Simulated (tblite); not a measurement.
C₉H₁₄N (charge +1).
SMILES with atom numbers: `[CH2:1]=[CH:2][CH:3]=[C:4]=[C:5]=[CH:6][N+:7]([CH3:8])([CH3:9])[CH3:10]` (hydrogens: H11, H12 on C1; H13 on C2; H14 on C3; H15 on C6; H16, H17, H18 on C8; H19, H20, H21 on C9; H22, H23, H24 on C10)
Bond orders are those of one Lewis drawing.

Computed with GFN2-xTB (tblite), gas phase: L-BFGS steps from a force-field or distance-geometry start until the largest atomic force falls under 0.01 eV/Å.

Step 8: E = -782.9644 eV
```
atom  x, y, z in Å  |  force x, y, z in eV/Å
C1      5.1179   -0.2123   -0.1038   -0.503   0.211   0.169
C2      3.9133    0.2004    0.3210    0.173  -0.204  -0.368
C3      2.7896   -0.6769    0.2225   -0.346  -0.150  -0.138
C4      1.5437   -0.3539    0.5677    0.151  -0.162   0.050
C5      0.4024    0.0289    0.9261   -0.204  -0.194  -0.311
C6     -0.8737    0.3432    1.0681    0.174   0.055  -0.183
N7     -1.9059    0.1032    0.0238   -0.088  -0.008   0.068
C8     -2.2725    1.4795   -0.4523    0.002  -0.068  -0.100
C9     -3.1083   -0.5642    0.5946   -0.048  -0.373   0.019
C10    -1.3331   -0.6950   -1.0948   -0.207   0.125   0.135
H11     5.9295    0.4670   -0.2347    0.293   0.131   0.045
H12     5.2719   -1.2466   -0.3488    0.181  -0.094   0.012
H13     3.6679    1.2400    0.4866    0.277  -0.033   0.416
H14     2.9637   -1.6174   -0.3113   -0.252   0.369  -0.018
H15    -1.2309    0.9319    1.8942    0.014   0.231  -0.073
H16    -1.7012    1.7596   -1.3338    0.183  -0.111   0.016
H17    -3.3198    1.5390   -0.7324   -0.109  -0.086   0.054
H18    -2.0659    2.2392    0.3057   -0.147  -0.221   0.017
H19    -3.0063   -1.6584    0.5989    0.288   0.305   0.048
H20    -3.2822   -0.2500    1.6301    0.057   0.090  -0.295
H21    -4.0006   -0.3524   -0.0024    0.194   0.084   0.084
H22    -0.7893   -1.5490   -0.7012   -0.061  -0.092   0.104
H23    -2.0883   -1.0514   -1.7957   -0.191   0.136   0.228
H24    -0.6339   -0.0844   -1.6560    0.171   0.058   0.020
```

Step 9: E = -783.0117 eV
```
atom  x, y, z in Å  |  force x, y, z in eV/Å
C1      5.1276   -0.2150   -0.0947   -0.370   0.186  -0.036
C2      3.9171    0.1968    0.3061    0.015  -0.126   0.013
C3      2.7903   -0.6871    0.2266   -0.545   0.112  -0.264
C4      1.5401   -0.3636    0.5778    0.280  -0.151  -0.004
C5      0.3932    0.0265    0.9217    0.153  -0.314  -0.318
C6     -0.8768    0.3542    1.0632    0.005   0.115  -0.116
N7     -1.9135    0.1058    0.0208    0.009  -0.038   0.160
C8     -2.2760    1.4857   -0.4594    0.027  -0.230   0.005
C9     -3.1109   -0.5757    0.5988    0.075  -0.211  -0.037
C10    -1.3363   -0.6980   -1.0970   -0.267   0.192   0.238
H11     5.9345    0.4737   -0.2358    0.210   0.043   0.104
H12     5.2919   -1.2489   -0.3488    0.137   0.011   0.037
H13     3.6848    1.2373    0.5212    0.257  -0.255   0.245
H14     2.9577   -1.6045   -0.3514   -0.272   0.363   0.110
H15    -1.2296    0.9658    1.8815    0.070   0.103  -0.192
H16    -1.6842    1.7575   -1.3327    0.038  -0.088   0.071
H17    -3.3253    1.5393   -0.7345   -0.053  -0.044  -0.029
H18    -2.0737    2.2393    0.3079   -0.155  -0.221  -0.052
H19    -2.9927   -1.6700    0.6095    0.233   0.400   0.027
H20    -3.2942   -0.2517    1.6295    0.104   0.063  -0.275
H21    -3.9992   -0.3605    0.0002    0.130   0.005   0.041
H22    -0.8030   -1.5580   -0.6945   -0.085   0.002   0.032
H23    -2.1018   -1.0464   -1.7921   -0.101   0.137   0.202
H24    -0.6317   -0.0828   -1.6517    0.107  -0.055   0.041
```

Step 10: E = -783.0526 eV
```
atom  x, y, z in Å  |  force x, y, z in eV/Å
C1      5.1330   -0.2148   -0.0898   -0.322   0.147  -0.155
C2      3.9158    0.1941    0.2932    0.049  -0.155   0.277
C3      2.7823   -0.6921    0.2253   -0.080   0.241  -0.435
C4      1.5410   -0.3738    0.5854   -0.146   0.002   0.073
C5      0.3875    0.0180    0.9105    0.000  -0.249  -0.200
C6     -0.8811    0.3655    1.0577    0.308  -0.035  -0.163
N7     -1.9193    0.1071    0.0208    0.082  -0.013   0.170
C8     -2.2790    1.4864   -0.4654   -0.001  -0.293   0.074
C9     -3.1109   -0.5858    0.6008    0.163   0.047  -0.092
C10    -1.3412   -0.6973   -1.0951   -0.199   0.161   0.241
H11     5.9413    0.4786   -0.2339    0.085  -0.038   0.161
H12     5.3091   -1.2493   -0.3476    0.083   0.109   0.042
H13     3.7033    1.2312    0.5535    0.179  -0.333   0.103
H14     2.9470   -1.5901   -0.3795   -0.266   0.271   0.126
H15    -1.2267    0.9925    1.8683    0.101   0.061  -0.207
H16    -1.6695    1.7532   -1.3308   -0.091  -0.073   0.119
H17    -3.3310    1.5373   -0.7353    0.019  -0.022  -0.106
H18    -2.0829    2.2339    0.3095   -0.148  -0.179  -0.087
H19    -2.9762   -1.6739    0.6177    0.180   0.310   0.015
H20    -3.3006   -0.2504    1.6235    0.113   0.050  -0.149
H21    -3.9949   -0.3646    0.0027    0.047  -0.077  -0.025
H22    -0.8152   -1.5642   -0.6884   -0.123   0.092  -0.029
H23    -2.1156   -1.0395   -1.7842   -0.035   0.138   0.160
H24    -0.6280   -0.0822   -1.6468    0.002  -0.159   0.087
```

Step 11: E = -783.0969 eV
```
atom  x, y, z in Å  |  force x, y, z in eV/Å
C1      5.1328   -0.2122   -0.0878    0.139  -0.012  -0.318
C2      3.9158    0.1874    0.2870   -0.105  -0.034   0.500
C3      2.7746   -0.6922    0.2150    0.021   0.420  -0.339
C4      1.5389   -0.3841    0.5949   -0.123   0.044   0.009
C5      0.3795    0.0056    0.8969    0.162  -0.234  -0.088
C6     -0.8770    0.3758    1.0487    0.011   0.036  -0.024
N7     -1.9239    0.1083    0.0245    0.145   0.023   0.079
C8     -2.2824    1.4820   -0.4700   -0.044  -0.248   0.117
C9     -3.1083   -0.5946    0.6017    0.200   0.342  -0.093
C10    -1.3499   -0.6940   -1.0886   -0.049   0.059   0.143
H11     5.9495    0.4829   -0.2290   -0.118  -0.143   0.227
H12     5.3289   -1.2474   -0.3457   -0.004   0.216   0.027
H13     3.7255    1.2179    0.5885    0.070  -0.320   0.006
H14     2.9313   -1.5696   -0.4075   -0.219   0.054   0.012
H15    -1.2217    1.0225    1.8501    0.197  -0.048  -0.274
H16    -1.6567    1.7477   -1.3262   -0.187  -0.072   0.142
H17    -3.3358    1.5354   -0.7392    0.079  -0.040  -0.167
H18    -2.0952    2.2255    0.3089   -0.133  -0.107  -0.074
H19    -2.9562   -1.6723    0.6268    0.145   0.086   0.005
H20    -3.3057   -0.2490    1.6148    0.103   0.061   0.029
H21    -3.9899   -0.3720    0.0049   -0.020  -0.138  -0.104
H22    -0.8309   -1.5687   -0.6831   -0.149   0.142  -0.058
H23    -2.1300   -1.0297   -1.7735   -0.011   0.135   0.106
H24    -0.6248   -0.0854   -1.6399   -0.107  -0.223   0.134
```

Question: Estimate the geometry and energy of step 12. (The exact step hangs on the optimiser's Hessian estimate; all steps are aligned on step 11, rigid shifts and turns removed.)

Answer: E = -783.1427 eV, largest force 0.576 eV/Å
```
atom  x, y, z in Å  |  force x, y, z in eV/Å
C1      5.1343   -0.2097   -0.0907    0.327  -0.119  -0.295
C2      3.9174    0.1765    0.2937   -0.051  -0.016   0.459
C3      2.7641   -0.6840    0.1983    0.380   0.323  -0.288
C4      1.5398   -0.3959    0.6052   -0.293   0.144   0.013
C5      0.3756   -0.0106    0.8846   -0.072  -0.080   0.065
C6     -0.8725    0.3886    1.0392    0.081  -0.078  -0.011
N7     -1.9264    0.1102    0.0305    0.124   0.083  -0.035
C8     -2.2868    1.4738   -0.4722   -0.086  -0.100   0.090
C9     -3.1036   -0.5993    0.6026    0.163   0.460  -0.048
C10    -1.3624   -0.6898   -1.0790    0.115  -0.072  -0.003
H11     5.9562    0.4861   -0.2201   -0.222  -0.156   0.267
H12     5.3525   -1.2421   -0.3437   -0.084   0.211  -0.045
H13     3.7506    1.1960    0.6268   -0.053  -0.149   0.004
H14     2.9115   -1.5435   -0.4437   -0.176  -0.070  -0.068
H15    -1.2127    1.0580    1.8226    0.255  -0.082  -0.203
H16    -1.6471    1.7421   -1.3175   -0.225  -0.074   0.121
H17    -3.3383    1.5348   -0.7491    0.095  -0.098  -0.200
H18    -2.1112    2.2173    0.3055   -0.118  -0.016  -0.004
H19    -2.9337   -1.6684    0.6387    0.125  -0.096   0.001
H20    -3.3117   -0.2489    1.6073    0.085   0.106   0.193
H21    -3.9860   -0.3875    0.0055   -0.036  -0.154  -0.165
H22    -0.8526   -1.5719   -0.6788   -0.138   0.113  -0.037
H23    -2.1445   -1.0175   -1.7629   -0.041   0.128   0.049
H24    -0.6246   -0.0943   -1.6303   -0.154  -0.209   0.140
```

The energy changes by -0.0458 eV. The first-order estimate −F·Δx gives -0.0635 eV and the mean of the old and new forces, exact on a quadratic surface, -0.0459 eV. The step makes an angle of 65° with the force vector and moves no atom by more than 0.051 Å.

What follows is the cost of the whole relaxation. The run took 1.1 s of wall time on Arm Neoverse V1, one thread, no GPU, shared host.
